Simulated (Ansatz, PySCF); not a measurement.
Noncovalent pair: CHN (SMILES C#N) (first 3 atoms) with C2H6O (SMILES COC); geometry from B3LYP-D3(BJ)/def2-TZVP, rigid monomers moved along the line of their centres of mass till H3···O5 is 3.50 Å.
(charge 0, multiplicity 1):
```tsv
atom	x (Å)	y (Å)	z (Å)
C	-0.2934	0.1884	-0.3061
N	-0.3619	0.3099	-1.4448
H	-0.2267	0.0738	0.7655
C	0.2064	-1.5506	4.8710
O	0.0124	-0.2996	4.2380
C	0.0649	0.7929	5.1363
H	-0.5704	-1.7356	5.6217
H	1.1878	-1.5984	5.3565
H	0.1498	-2.3180	4.1009
H	-0.7177	0.7122	5.8992
H	-0.0934	1.7002	4.5558
H	1.0404	0.8480	5.6329
```

Interaction energies are E(AB) − E(A) − E(B) at the monomers' geometry in the complex; basis-set methods are counterpoise corrected.

Frozen-core correlation.

Programs: Ansatz (a program for electronic structure); PySCF for the dispersion terms. Values without a source in brackets are computed.

PBE/def2-TZVPPD gives -1.61 kcal/mol for the interaction energy.

**Question.** Where do these levels fall relative to PBE: PBE-D3(BJ)/def2-TZVPPD, r2SCAN/def2-TZVPPD, PBE0/def2-TZVPPD, wB97M-V/def2-TZVPPD, MP2/aug-cc-pVDZ, CCSD(T)/aug-cc-pVDZ.

**Answer.** PBE-D3(BJ)/def2-TZVPPD -0.19; r2SCAN/def2-TZVPPD -0.01; PBE0/def2-TZVPPD -0.09; wB97M-V/def2-TZVPPD -0.25; MP2/aug-cc-pVDZ -0.23; CCSD(T)/aug-cc-pVDZ -0.19 kcal/mol. 0 of 6 lie above PBE; the widest gap is to wB97M-V/def2-TZVPPD.
